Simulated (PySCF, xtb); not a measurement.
Ta(O)(NH2)3 (H6N3OTa), SMILES [NH2][Ta]([NH2])([NH2])=[O], multiplicity 1. The values are those of a single conformer.

Harmonic wavenumbers (cm⁻¹) from GFN2-xTB in xtb 6.7.1 at its own minimum, in rising order: 124, 124, 137, 142, 163, 163, 268, 269, 423, 449, 449, 462, 495, 495, 538, 538, 566, 764, 1534, 1534, 1535, 3389, 3391, 3392, 3424, 3425, 3427.

Problem. What does PySCF 2.14.0 with B3LYP-D3(BJ)/def2-SVP give at its own minimum? (The exact figures need the calculation; the answer reports its results.)

Solution. 163, 173, 173, 194, 194, 210, 331, 331, 452, 482, 482, 563, 563, 582, 654, 654, 668, 983, 1517, 1517, 1521, 3536, 3536, 3540, 3623, 3623, 3623. Paired by order, the mean absolute difference is 88 cm⁻¹ and the zero-point energies are 45.2 and 48.4 kcal/mol.
